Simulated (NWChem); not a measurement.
TaOF₂ cation; SMILES [Ta+]([F])([F])=[O]

Computed with NWChem. Medium grid unless said otherwise, to which SCAN and Minnesota functionals are sensitive. Structure relaxed at the PBE-D3(BJ)/def2-SVP level. This spin state was assumed; another may lie lower. def2 effective core potentials on Ta; no spin-orbit coupling. Hybrids' shares of exact exchange are those that their runs print; pure functionals count as 0. The functionals differ in more than this share.

```csv
row,share of exact exchange,highest occupied level (eV)
PBE/def2-TZVP,0.00,-14.99
BP86/def2-TZVP,0.00,-15.10
B3LYP/def2-TZVP,0.20,withheld
M06-2X/def2-TZVP,0.54,-18.35
Hartree-Fock/def2-TZVP,1.00,-20.55
```

Q: Fit a straight line of the last column on the one before it, predict the withheld value, and compare with the run.

A: 
1. Means of the 4 shown rows: x = 0.385, y = -17.247. Slope Σ(x − x̄)(y − ȳ)/Σ(x − x̄)² = -3.898/0.6987 = -5.579; intercept -15.100.
2. The shown rows scatter about the line by 0.146 (root mean square); the largest residual is -0.24, at M06-2X/def2-TZVP.
3. At x = 0.20 (B3LYP/def2-TZVP; inside the shown range) the line gives -16.22.
4. The run gives -16.37, -0.15 from the line, 1.0 times the scatter.
